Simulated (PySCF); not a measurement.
Compound: CH5ClSn.
Bonds: Cl1–C2, C2–Sn3. Hydrogens: H4, H5 on C2; H6, H7, H8 on Sn3.

Method: PySCF, PBE0-D3(BJ)/def2-SVP geometry optimisation, gas phase, def2 core potentials past Kr; density fitting, grid level 1; the optimiser is geomeTRIC in internal coordinates, started from a GFN2-xTB structure with every atom displaced at random (about 0.01 Å).

Step 0: E = -19461.4925 eV
```
atom  x, y, z in Å  |  force x, y, z in eV/Å
Cl1    -3.2453    1.3387    1.4824   -0.442   0.774   0.525
C2     -2.5430    0.0325    0.5621    0.702   0.416  -0.623
Sn3    -0.3893    0.1880    0.6127   -0.310  -0.023   0.076
H4     -2.8520   -0.8873    1.0043   -0.360  -1.079   0.387
H5     -2.9193    0.0915   -0.4610   -0.043  -0.080  -0.227
H6      0.3340   -1.0481   -0.2347    0.267  -0.650  -0.441
H7      0.1019    1.6370   -0.0325    0.104   0.712  -0.367
H8      0.1551    0.1439    2.1893    0.082  -0.070   0.670
```

Step 1: E = -19461.5821 eV
```
atom  x, y, z in Å  |  force x, y, z in eV/Å
Cl1    -3.2721    1.3726    1.5041    0.072  -0.134  -0.112
C2     -2.5331    0.0365    0.5608    0.025  -0.068   0.209
Sn3    -0.3648    0.1986    0.6134    0.275   0.013  -0.017
H4     -2.8551   -0.9194    1.0083    0.025   0.161  -0.058
H5     -2.9131    0.0869   -0.4665   -0.026   0.034  -0.047
H6      0.3431   -1.1240   -0.2857   -0.171   0.311   0.207
H7      0.1027    1.7193   -0.0851   -0.109  -0.324   0.136
H8      0.1347    0.1258    2.2733   -0.091   0.008  -0.319
```

Task: Estimate the geometry and energy of step 2. (The exact step hangs on the optimiser's Hessian estimate; all steps are aligned on step 1, rigid shifts and turns removed.)

Result: E = -19461.5994 eV, largest force 0.079 eV/Å
```
atom  x, y, z in Å  |  force x, y, z in eV/Å
Cl1    -3.2602    1.3690    1.4976    0.000  -0.011  -0.014
C2     -2.5234    0.0344    0.5623   -0.028  -0.003   0.033
Sn3    -0.3647    0.1981    0.6162   -0.007  -0.002   0.001
H4     -2.8503   -0.9152    1.0082   -0.014   0.016  -0.014
H5     -2.9032    0.0893   -0.4666    0.001  -0.004  -0.002
H6      0.3262   -1.0946   -0.2677    0.025  -0.058  -0.041
H7      0.0872    1.6900   -0.0729    0.005   0.069  -0.038
H8      0.1306    0.1252    2.2454    0.017  -0.006   0.075
```

The energy changes by -0.0173 eV. The first-order estimate −F·Δx gives -0.0413 eV and the mean of the old and new forces, exact on a quadratic surface, -0.0168 eV. The step makes an angle of 33° with the force vector and moves no atom by more than 0.038 Å.

What follows is the cost of the whole optimisation. The run took 14 s of wall time on one thread of an Arm Neoverse V2, no GPU, shared host with 192 logical CPUs at a one-minute load of 204, and the process peaked at 0.36 GiB of memory.
